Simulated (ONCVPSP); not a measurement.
**strontium: one change to an ONCV potential, before and after**

| Item | Value |
| --- | --- |
| Element | Sr (Z = 38) |
| Generator | ONCVPSP 4.0.1 |
| Type | optimised norm-conserving Vanderbilt (ONCV) |
| Functional | PBEsol |
| Relativity | scalar-relativistic |
| Frozen core | [Ar] 3d10 |
| Valence charge | 10 |
| Reference configuration | 4s2 4p6 5s2 |
| Partial waves | 4s+5s: rc 2.60 bohr, ncon 3, nbas 6, qcut 4.5 1/bohr, 2 projectors; 4p: rc 2.25 bohr, ncon 5, nbas 9, qcut 6.6 1/bohr, 2 projectors, debl 3.3 Ha; d scattering state at 0.32 Ha: rc 2.55 bohr, ncon 5, nbas 8, qcut 4 1/bohr, 2 projectors, debl 0.3 Ha |
| Local potential | polynomial inside 2.05 bohr (lpopt 5, dvloc0 6 Ha) |
| Core correction | polynomial model core, fcfact 0.4 |

In the d channel the program set the typed energies aside and used 0.050, 0.350 Ha.

Change: functional PBE.

Cutoffs: the cutoffs (Ha) at which the residual kinetic energy of the hardest occupied pseudo-wave falls to 1 and 0.1 mHa per electron; they do not see the model core or the augmentation charge, which bear on the density cutoff. Errors are all-electron minus pseudo energies relative to the spin-unpolarised reference configuration.

Problem. What does the change do?

Solution. The potential gets harder (8.0 Ha and 16 Ha → 9.5 Ha and 16 Ha); the errors of the 4 common tests hardly move; neither file shows a bound ghost.

| quantity | base | changed |
| --- | --- | --- |
| cutoff, loose | 8.0 Ha | 9.5 Ha |
| cutoff, tight | 16 Ha | 16 Ha |
| loose cutoff by channel | s 3.8 Ha, p 8.0 Ha | s 3.8 Ha, p 9.5 Ha |
| bound ghosts | none | none |
| GHOST(+) flags under 300 eV | none | none |
| error for 4s2 4p6 5s1, meV [ΔE 5.90 → 5.89 eV] | -0.8 | -0.8 |
| error for 4s2 4p6 5s0, meV [ΔE 16.79 → 16.89 eV] | -5.6 | -5.4 |
| error for 4s2 4p6 5s1.5, meV [ΔE 2.35 → 2.34 eV] | -0.2 | -0.2 |
| error for 4s2 4p6 4d0.5 5s1.5, meV [ΔE 1.15 eV] | -1.9 | -1.9 |
| s: phases at 2.64 bohr within 0.05 rad from the reference energy up to (Ha; the scan ends near 5) | 2.8 | 2.8 |
| p: phases at 2.29 bohr within 0.05 rad from the reference energy up to (Ha; the scan ends near 5) | to the end of the scan | to the end of the scan |
| d: phases at 2.59 bohr within 0.05 rad from the reference energy up to (Ha; the scan ends near 5) | to the end of the scan | to the end of the scan |
| rms error of d²Exc/dni dnj with the model core, mHa | 2.16 | 2.39 |
